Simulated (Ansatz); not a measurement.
Basis-set series for `CC[C@@]12[C@H]3[C@H]4[C@H]5[C@@H]1[Hf]4532([NH2])([NH2])[F]`. Total charge 0; spin multiplicity 1. Hf takes the def2 core potential. The structure was optimised at the PBE0-D4/def2-TZVP level. It is one conformer, not always the lowest.

| functional | basis | functions | energy (Eh) | HOMO (eV) | LUMO (eV) |
| --- | --- | --- | --- | --- | --- |
| PBE0-D4 | def2-SVP | 237 | -531.23880 | -6.60 | 0.02 |
| PBE0-D4 | def2-TZVPP | 548 | -531.79764 | -6.65 | -0.05 |
| ωB97M-V | def2-SVP | 237 | -531.49780 | -8.83 | 1.77 |
| ωB97M-V | def2-TZVPP | 548 | -532.07961 | -8.86 | 1.31 |

Task: Give the rows for def2-QZVPP. (Estimate.)

Result: The calculation gave: 
```tsv
functional	basis	functions	energy (Eh)	HOMO (eV)	LUMO (eV)
PBE0-D4	def2-QZVPP	1041	-531.82491	-6.69	-0.10
ωB97M-V	def2-QZVPP	1041	-532.10521	-8.90	0.87
```

Positive LUMOs are unbound and depend on the basis.

Results of the Gaussian-basis code of Ansatz.
